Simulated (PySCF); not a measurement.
**Simulated absorption spectrum**

Compound: C₂H₁₄OSi₄.
Z-matrix (Å and degrees, PBE0-D3(BJ)/def2-SVP geometry), rows numbered from 1:
```
C 
O   1  1.3975
C   2  1.4055  1  114.16
Si  3  1.9086  2  104.69  1  -178.44
Si  4  2.3429  3  105.87  2   -51.82
Si  4  2.3422  3  106.56  2    63.25
Si  6  2.3468  4  107.75  3   -37.01
H   1  1.1071  2  111.60  3    60.41
H   1  1.1068  2  111.49  3   -60.86
H   1  1.0989  2  107.79  3   179.71
H   3  1.1094  2  111.41  1    61.70
H   3  1.1097  2  111.46  1   -57.53
H   4  1.4979  3  110.32  2  -173.20
H   5  1.4968  4  110.47  3   -43.99
H   5  1.4969  4  110.54  3  -164.08
H   5  1.4942  4  110.02  3    76.35
H   6  1.4984  4  110.37  3  -157.17
H   6  1.4993  4  111.50  3    82.91
H   7  1.4988  6  109.11  4  -174.63
H   7  1.4924  6  111.42  4   -55.19
H   7  1.4948  6  110.19  4    67.48
```

Level of theory: TDDFT wB97X-D/def2-SVPD, vertical, gas phase, core orbitals frozen in the response in PySCF.

Computed states:

| state | E (eV) | f |
| --- | --- | --- |
| S1 | 6.39 | 0.137 |
| S2 | 6.60 | 0.011 |
| S3 | 7.07 | 0.038 |
| S4 | 7.16 | 0.0006 |
| S5 | 7.19 | 0.166 |
| S6 | 7.23 | 0.069 |
| S7 | 7.32 | 0.042 |
| S8 | 7.39 | 0.107 |
| S9 | 7.46 | 0.052 |
| S10 | 7.51 | 0.0048 |

Broadening: Gaussians 0.5 eV wide at half height, area fixed by f = 4.319×10⁻⁹ ∫ε dν̃. The cross-section is σ = 3.8235×10⁻²¹ ε cm², given in Mb (10⁻¹⁸ cm²). The width is an assumption, not a result. The curve ends short of the highest state used, and states not computed would add to its high-energy end.

Task: What does the envelope look like, and where are its maxima?

Result: 
(E (eV), σ (Mb)): (5.64, 0.06), (5.69, 0.13), (5.75, 0.32), (5.80, 0.62), (5.86, 1.30), (5.91, 2.28), (5.97, 4.14), (6.02, 6.40), (6.08, 10.05), (6.13, 13.78), (6.19, 18.72), (6.24, 22.77), (6.30, 26.82), (6.35, 28.98), (6.41, 29.70), (6.46, 28.67), (6.52, 25.87), (6.58, 22.17), (6.63, 19.18), (6.69, 16.68), (6.74, 16.19), (6.80, 18.18), (6.85, 22.29), (6.91, 30.18)

Maxima: 194 nm (6.40 eV), ε about 7800, made up of S1 (95%) (ε in L mol⁻¹ cm⁻¹; maxima over ε = 5, shares over 10%). At its high-energy end, 6.91 eV, the curve is still rising (ε about 7900, from S3, S5 and S6).

Task: What would ε be at 6.40 eV, the highest of these maxima, with half the width (0.25 eV)?

Result: About 14800 L mol⁻¹ cm⁻¹ against 7770, a factor of about 1.9; a lone state at its own centre would give exactly 2.

Task: On this curve, what absorbance would a 10⁻⁵ mol/L sample give at 193 nm over a 1 cm path?

Result: 193 nm is 6.424 eV, where ε is about 7700 L mol⁻¹ cm⁻¹, so A = ε c l ≈ 0.077 (Beer–Lambert, with the gas-phase spectrum and the assumed width).

Task: Coming from long wavelengths, where does ε first pass 100 L mol⁻¹ cm⁻¹?

Result: At about 215 nm (5.76 eV), 0.62 eV below S1.

All these states lie below the vertical ionisation energy of 9.23 eV (ΔSCF).

One conformer stands for the species.
